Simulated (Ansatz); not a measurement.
C2H9BOSi (`CB[SiH2]OC`), relaxed with RKS PBE0-D4/def2-TZVP in the Gaussian-basis code of Ansatz from a PBE-D4/def2-SVP geometry. The force threshold is 0.005 eV/Å; the program also tests the step.

Total charge 0; spin multiplicity 1.

Start:

```xyz
14

C    -0.217   -1.185   -1.661
B    -0.129   -1.608   -0.163
Si    0.527   -0.397    1.317
O     0.947    1.164    0.802
C    -0.036    2.100    0.417
H    -1.299   -0.909   -1.774
H    -0.058   -2.007   -2.389
H     0.366   -0.287   -1.948
H    -0.489   -2.734    0.155
H     1.799   -0.971    1.889
H    -0.487   -0.302    2.443
H    -0.705    2.384    1.264
H     0.468    3.023    0.060
H    -0.686    1.730   -0.414
```

Q: By how much does the energy fall, and how many steps does the optimiser take? (Estimate.)

A: Computed: 0.07 eV, in 10 steps.

Q: Which bonds change most? (Estimate.)

A: Computed: Si3–O4 from 1.696 to 1.655 Å; B2–H9 from 1.225 to 1.203 Å; C5–H14 from 1.118 to 1.098 Å; C5–H12 from 1.117 to 1.097 Å.

Q: Give the relaxed structure. (An estimate is asked.)

A: The calculation gave: 
```xyz
14

C    -0.256   -1.177   -1.657
B    -0.095   -1.587   -0.168
Si    0.538   -0.373    1.310
O     0.950    1.159    0.838
C    -0.021    2.084    0.415
H    -1.328   -0.925   -1.744
H    -0.096   -1.992   -2.368
H     0.297   -0.290   -1.969
H    -0.406   -2.703    0.154
H     1.770   -0.940    1.925
H    -0.518   -0.295    2.371
H    -0.732    2.315    1.218
H     0.484    3.007    0.126
H    -0.587    1.717   -0.451
```
